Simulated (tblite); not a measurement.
Record of a relaxation.

Species: C₄H₁₂FNSi₂.
Atom-mapped SMILES: `[F:1][SiH2:2][NH:3][SiH2:4][CH2:5][CH:6]1[CH2:7][CH2:8]1` (hydrogens: H9, H10 on Si2; H11 on N3; H12, H13 on Si4; H14, H15 on C5; H16 on C6; H17, H18 on C7; H19, H20 on C8)

Computed with GFN2-xTB (tblite), gas phase: L-BFGS steps from a force-field or distance-geometry start until the largest atomic force falls under 0.01 eV/Å. 9 of its 198 geometries are shown.

Step 0: E = -703.3809 eV, largest atomic force 2.032 eV/Å
```
atom  x, y, z in Å  |  force x, y, z in eV/Å
F1     -4.643   -0.377   -1.560    1.239   0.714   1.443
Si2    -3.733    0.168   -0.252   -0.274  -1.636   0.115
N3     -2.256   -0.852   -0.019   -0.528   1.828   0.586
Si4    -0.797   -0.031   -0.660   -0.837  -1.169  -0.392
C5      0.611   -0.526    0.475   -0.496  -0.079   0.044
C6      1.774    0.399    0.385    1.585   0.113   0.398
C7      2.528    0.634   -0.907    0.378   0.925   0.923
C8      3.104   -0.320    0.102   -0.751  -0.356   0.485
H9     -3.416    1.589   -0.311   -0.193  -0.135  -0.423
H10    -4.556   -0.058    0.972    0.165  -0.053  -0.643
H11    -2.162   -1.040    1.007   -0.104   0.004  -1.389
H12    -0.553   -0.600   -2.006   -0.187   0.158   0.214
H13    -0.972    1.401   -0.756    0.096   0.421  -0.007
H14     0.951   -1.533    0.142   -0.452   0.527   0.726
H15     0.240   -0.503    1.514    0.344  -0.537  -0.331
H16     1.836    1.226    1.165   -0.230  -1.077  -1.142
H17     2.130    0.262   -1.848    0.222   0.162   0.359
H18     3.038    1.620   -0.915   -0.478  -0.755  -0.508
H19     2.973   -1.410   -0.162    0.583   1.327   0.563
H20     3.897   -0.037    0.810   -0.080  -0.384  -1.021
```

Step 25: E = -704.3809 eV, largest atomic force 0.098 eV/Å
```
atom  x, y, z in Å  |  force x, y, z in eV/Å
F1     -4.460   -0.427   -1.474   -0.006   0.019   0.018
Si2    -3.839    0.231   -0.138   -0.007   0.032  -0.003
N3     -2.258   -0.374    0.147   -0.025  -0.085   0.041
Si4    -0.784    0.035   -0.673    0.017   0.058   0.035
C5      0.609   -0.561    0.485   -0.001  -0.008  -0.006
C6      1.850    0.300    0.442   -0.012   0.013  -0.032
C7      2.528    0.603   -0.859    0.052  -0.022  -0.007
C8      3.192   -0.295    0.142   -0.022   0.000  -0.002
H9     -3.742    1.649   -0.424   -0.049  -0.029  -0.002
H10    -4.705   -0.203    0.947    0.009   0.004  -0.047
H11    -2.212   -1.221    0.694   -0.008   0.049  -0.002
H12    -0.707   -0.615   -1.990    0.033  -0.008   0.000
H13    -0.794    1.488   -0.842    0.015   0.008   0.023
H14     0.873   -1.588    0.225    0.024   0.004  -0.022
H15     0.243   -0.589    1.513    0.021  -0.023  -0.004
H16     1.837    1.109    1.163   -0.023   0.010  -0.010
H17     2.125    0.163   -1.760    0.013  -0.046   0.045
H18     2.942    1.588   -1.014   -0.013   0.017   0.014
H19     3.239   -1.350   -0.085    0.004   0.005   0.018
H20     4.058    0.070    0.678   -0.024   0.002  -0.055
```

Step 49: E = -704.4063 eV, largest atomic force 0.095 eV/Å
```
atom  x, y, z in Å  |  force x, y, z in eV/Å
F1     -4.428   -0.412   -1.544    0.020  -0.015  -0.038
Si2    -3.880    0.228   -0.171    0.028  -0.022  -0.004
N3     -2.297   -0.343    0.180    0.028  -0.050   0.076
Si4    -0.797    0.095   -0.579   -0.009   0.005   0.011
C5      0.641   -0.615    0.456   -0.003   0.046  -0.005
C6      1.843    0.297    0.395    0.041  -0.051   0.056
C7      2.545    0.509   -0.910   -0.020   0.032   0.012
C8      3.216   -0.267    0.184    0.011   0.010  -0.025
H9     -3.847    1.651   -0.435   -0.010   0.013   0.016
H10    -4.768   -0.283    0.857   -0.037   0.020   0.019
H11    -2.257   -1.123    0.817    0.038   0.010  -0.033
H12    -0.727   -0.426   -1.953   -0.005   0.013   0.020
H13    -0.777    1.562   -0.604    0.028  -0.032   0.005
H14     0.932   -1.599    0.084   -0.075   0.037  -0.035
H15     0.362   -0.750    1.503   -0.053   0.002  -0.014
H16     1.770    1.155    1.054   -0.018   0.002  -0.046
H17     2.166   -0.021   -1.770    0.061  -0.028   0.006
H18     2.928    1.492   -1.136   -0.009   0.032  -0.047
H19     3.319   -1.335    0.059   -0.004   0.024   0.025
H20     4.051    0.196    0.690   -0.011  -0.049   0.001
```

Step 74: E = -704.4242 eV, largest atomic force 0.033 eV/Å
```
atom  x, y, z in Å  |  force x, y, z in eV/Å
F1     -4.262   -0.445   -1.597   -0.013   0.021  -0.016
Si2    -3.882    0.192   -0.166    0.000  -0.022   0.010
N3     -2.300   -0.310    0.280    0.010   0.003  -0.022
Si4    -0.836    0.182   -0.511    0.005   0.022  -0.017
C5      0.629   -0.612    0.405    0.005   0.023   0.003
C6      1.829    0.297    0.328    0.020  -0.009   0.023
C7      2.590    0.423   -0.954    0.007  -0.004  -0.008
C8      3.218   -0.255    0.228    0.004  -0.015   0.009
H9     -3.900    1.625   -0.384   -0.007  -0.020  -0.003
H10    -4.837   -0.369    0.771   -0.005  -0.015   0.018
H11    -2.232   -1.101    0.899   -0.014   0.004  -0.001
H12    -0.804   -0.213   -1.926   -0.020   0.003   0.010
H13    -0.797    1.646   -0.416   -0.003  -0.009   0.003
H14     0.877   -1.576   -0.040    0.014   0.017  -0.013
H15     0.395   -0.804    1.453   -0.021   0.018   0.018
H16     1.708    1.207    0.905    0.015  -0.004   0.002
H17     2.281   -0.190   -1.785   -0.001  -0.022  -0.011
H18     2.961    1.393   -1.248    0.011   0.014  -0.002
H19     3.337   -1.328    0.189    0.000  -0.005   0.003
H20     4.020    0.249    0.746   -0.007  -0.002  -0.005
```

Step 98: E = -704.4389 eV, largest atomic force 0.057 eV/Å
```
atom  x, y, z in Å  |  force x, y, z in eV/Å
F1     -4.244   -0.418   -1.659    0.019   0.004  -0.020
Si2    -3.938    0.063   -0.154   -0.014  -0.012   0.014
N3     -2.307   -0.296    0.248   -0.021  -0.004  -0.009
Si4    -0.878    0.370   -0.482   -0.001  -0.031  -0.019
C5      0.612   -0.470    0.349    0.009   0.000   0.020
C6      1.873    0.349    0.240   -0.043   0.010   0.007
C7      2.720    0.274   -0.991   -0.027   0.025  -0.039
C8      3.213   -0.319    0.295    0.036  -0.007  -0.004
H9     -4.149    1.496   -0.188   -0.010   0.055  -0.012
H10    -4.827   -0.718    0.688    0.032  -0.022   0.014
H11    -2.168   -1.028    0.923    0.023  -0.026   0.011
H12    -0.876    0.115   -1.925    0.014   0.000  -0.026
H13    -0.893    1.816   -0.241    0.011   0.042   0.025
H14     0.788   -1.447   -0.104   -0.005  -0.002   0.007
H15     0.408   -0.650    1.407   -0.026   0.000   0.024
H16     1.798    1.319    0.717   -0.008   0.007  -0.015
H17     2.413   -0.401   -1.776   -0.006  -0.001   0.002
H18     3.190    1.175   -1.356   -0.007  -0.010   0.001
H19     3.241   -1.394    0.376    0.010  -0.024   0.009
H20     4.022    0.176    0.811    0.013  -0.002   0.011
```

Step 123: E = -704.4452 eV, largest atomic force 0.058 eV/Å
```
atom  x, y, z in Å  |  force x, y, z in eV/Å
F1     -4.190   -0.345   -1.713   -0.006   0.004  -0.016
Si2    -3.935    0.015   -0.165    0.023   0.024   0.000
N3     -2.286   -0.284    0.214    0.032  -0.042   0.023
Si4    -0.870    0.458   -0.465   -0.040  -0.006   0.022
C5      0.594   -0.411    0.379    0.007   0.011   0.004
C6      1.877    0.362    0.221    0.004   0.002  -0.007
C7      2.705    0.188   -1.014   -0.009   0.010   0.000
C8      3.201   -0.337    0.301    0.010   0.005  -0.012
H9     -4.256    1.427   -0.076    0.004   0.004  -0.002
H10    -4.744   -0.907    0.610   -0.038  -0.020   0.000
H11    -2.114   -1.033    0.865   -0.016   0.029  -0.024
H12    -0.835    0.291   -1.920    0.013  -0.019  -0.007
H13    -0.902    1.890   -0.142   -0.006   0.008   0.016
H14     0.728   -1.411   -0.040    0.008   0.010   0.022
H15     0.391   -0.542    1.446    0.004   0.006  -0.010
H16     1.831    1.361    0.640    0.008  -0.017  -0.022
H17     2.368   -0.526   -1.750   -0.002   0.005  -0.002
H18     3.199    1.049   -1.439   -0.014   0.002  -0.008
H19     3.206   -1.406    0.453    0.000  -0.002   0.001
H20     4.027    0.173    0.772    0.018  -0.015   0.023
```

Step 148: E = -704.4582 eV, largest atomic force 0.025 eV/Å
```
atom  x, y, z in Å  |  force x, y, z in eV/Å
F1     -4.042   -0.080   -1.847    0.002   0.004   0.023
Si2    -3.906   -0.032   -0.244   -0.002   0.014  -0.015
N3     -2.275   -0.361    0.182    0.009   0.018  -0.011
Si4    -0.865    0.507   -0.342   -0.003  -0.006  -0.005
C5      0.611   -0.299    0.544    0.011  -0.007   0.007
C6      1.905    0.397    0.207    0.004   0.004   0.004
C7      2.609    0.080   -1.076   -0.001  -0.002   0.014
C8      3.207   -0.348    0.232   -0.023   0.003   0.010
H9     -4.285    1.329    0.095    0.004  -0.013  -0.002
H10    -4.742   -1.102    0.271   -0.004  -0.010  -0.006
H11    -2.114   -1.178    0.745   -0.002  -0.003   0.007
H12    -0.709    0.425   -1.797   -0.002  -0.017  -0.003
H13    -1.028    1.913    0.051    0.014  -0.009   0.017
H14     0.693   -1.351    0.267   -0.007   0.009  -0.006
H15     0.465   -0.272    1.627   -0.001   0.004  -0.007
H16     1.930    1.430    0.531    0.010  -0.001  -0.009
H17     2.181   -0.684   -1.707    0.001   0.003  -0.009
H18     3.083    0.879   -1.624    0.004   0.002   0.002
H19     3.186   -1.400    0.476    0.000   0.009   0.003
H20     4.091    0.159    0.588   -0.015  -0.003  -0.015
```

Step 172: E = -704.4596 eV, largest atomic force 0.022 eV/Å
```
atom  x, y, z in Å  |  force x, y, z in eV/Å
F1     -3.981    0.049   -1.868    0.005   0.005   0.000
Si2    -3.901   -0.066   -0.266    0.012   0.012  -0.011
N3     -2.266   -0.370    0.167    0.005   0.004   0.000
Si4    -0.868    0.544   -0.309   -0.014   0.016   0.006
C5      0.616   -0.254    0.568   -0.012  -0.009  -0.001
C6      1.910    0.412    0.179   -0.005   0.005   0.001
C7      2.594    0.018   -1.092    0.005  -0.001  -0.001
C8      3.198   -0.352    0.231    0.009  -0.005  -0.008
H9     -4.364    1.232    0.194   -0.005  -0.005   0.008
H10    -4.698   -1.222    0.104   -0.010  -0.007   0.003
H11    -2.105   -1.161    0.766    0.009   0.015   0.005
H12    -0.719    0.509   -1.766    0.010  -0.020  -0.001
H13    -1.031    1.936    0.134   -0.015  -0.007   0.004
H14     0.678   -1.315    0.322   -0.001  -0.010  -0.003
H15     0.496   -0.191    1.652   -0.010   0.003  -0.008
H16     1.953    1.460    0.446    0.000   0.004   0.008
H17     2.149   -0.767   -1.685   -0.003  -0.004   0.006
H18     3.078    0.782   -1.681    0.008   0.000   0.000
H19     3.159   -1.388    0.533    0.003  -0.015  -0.008
H20     4.097    0.153    0.548    0.008   0.021   0.000
```

Step 197: E = -704.4665 eV, largest atomic force 0.007 eV/Å
```
atom  x, y, z in Å  |  force x, y, z in eV/Å
F1     -3.859    0.394   -1.792   -0.003   0.004  -0.001
Si2    -3.905   -0.088   -0.262   -0.002  -0.003  -0.005
N3     -2.271   -0.335    0.209   -0.003   0.006  -0.003
Si4    -0.859    0.513   -0.351    0.003   0.001   0.003
C5      0.616   -0.252    0.572    0.004  -0.001  -0.001
C6      1.911    0.408    0.177    0.000   0.001  -0.007
C7      2.589    0.010   -1.097    0.000   0.001   0.000
C8      3.201   -0.354    0.224   -0.002  -0.001   0.005
H9     -4.566    1.006    0.435    0.003   0.000   0.002
H10    -4.612   -1.359   -0.244    0.003  -0.001   0.002
H11    -2.138   -0.949    0.995    0.001  -0.006   0.002
H12    -0.736    0.328   -1.797   -0.002  -0.005  -0.002
H13    -0.973    1.943   -0.030   -0.001   0.005   0.002
H14     0.683   -1.320    0.358   -0.005   0.001   0.002
H15     0.482   -0.156    1.652    0.001   0.000  -0.002
H16     1.957    1.458    0.441   -0.002  -0.002  -0.001
H17     2.139   -0.779   -1.680    0.002  -0.001   0.000
H18     3.069    0.770   -1.694   -0.003   0.002   0.001
H19     3.169   -1.389    0.528    0.000  -0.002   0.001
H20     4.099    0.159    0.533    0.005   0.001   0.000
```

Q: Summarise the path.

A: The energy falls by 104.75 kJ/mol from step 0 to step 197; nine tenths of that is first reached at step 17. It rises by more than 0.2 meV at steps 136 and 180. The largest force goes from 2.032 to 0.007 eV/Å. Among the bonds Si2–N3 changes most, from 1.810 to 1.719 Å; the atoms move by 0.832 Å rms after alignment.

Q: Follow the three bonds and two angles with the largest change from start to end.

A: 
| step | E above end (kJ/mol) | largest force (eV/Å) | Si2–N3 (Å) | F1–Si2 (Å) | C6–H16 (Å) | Si2–N3–Si4 (°) | F1–Si2–H9 (°) |
| --- | --- | --- | --- | --- | --- | --- | --- |
| 0 | 104.75 | 2.032 | 1.810 | 1.684 | 1.139 | 111.1 | 113.7 |
| 9 | 20.26 | 0.329 | 1.721 | 1.609 | 1.085 | 123.2 | 102.5 |
| 17 | 10.08 | 0.189 | 1.717 | 1.613 | 1.082 | 126.2 | 102.5 |
| 26 | 8.17 | 0.062 | 1.717 | 1.614 | 1.083 | 128.5 | 105.2 |
| 34 | 7.47 | 0.072 | 1.719 | 1.613 | 1.083 | 129.1 | 104.8 |
| 43 | 6.77 | 0.082 | 1.721 | 1.614 | 1.083 | 129.5 | 103.6 |
| 51 | 5.50 | 0.107 | 1.718 | 1.612 | 1.085 | 127.6 | 103.8 |
| 60 | 4.56 | 0.044 | 1.719 | 1.612 | 1.085 | 126.0 | 104.0 |
| 69 | 4.24 | 0.039 | 1.719 | 1.612 | 1.084 | 125.5 | 104.1 |
| 77 | 3.97 | 0.052 | 1.719 | 1.612 | 1.082 | 124.8 | 104.4 |
| 86 | 3.30 | 0.052 | 1.719 | 1.611 | 1.083 | 125.2 | 103.7 |
| 94 | 2.87 | 0.044 | 1.719 | 1.611 | 1.084 | 126.3 | 103.5 |
| 103 | 2.49 | 0.042 | 1.719 | 1.611 | 1.083 | 127.7 | 104.1 |
| 111 | 2.32 | 0.042 | 1.719 | 1.610 | 1.083 | 128.0 | 103.8 |
| 120 | 2.14 | 0.030 | 1.718 | 1.610 | 1.083 | 128.2 | 103.7 |
| 128 | 1.88 | 0.040 | 1.718 | 1.610 | 1.083 | 128.1 | 103.9 |
| 137 | 1.38 | 0.069 | 1.718 | 1.611 | 1.084 | 128.2 | 104.3 |
| 146 | 0.83 | 0.031 | 1.718 | 1.610 | 1.083 | 127.0 | 103.8 |
| 154 | 0.75 | 0.014 | 1.718 | 1.609 | 1.083 | 127.0 | 103.7 |
| 163 | 0.72 | 0.011 | 1.718 | 1.609 | 1.083 | 127.0 | 103.8 |
| 171 | 0.67 | 0.023 | 1.718 | 1.608 | 1.083 | 127.2 | 103.6 |
| 180 | 0.68 | 0.297 | 1.719 | 1.614 | 1.084 | 127.7 | 104.5 |
| 188 | 0.05 | 0.036 | 1.719 | 1.604 | 1.083 | 127.7 | 104.3 |
| 197 | 0.00 | 0.007 | 1.719 | 1.604 | 1.084 | 127.8 | 104.1 |

What follows is the cost of the whole relaxation. The run took 2.9 s on Arm Neoverse N1, one thread, shared host with 64 logical CPUs at a one-minute load of 61.
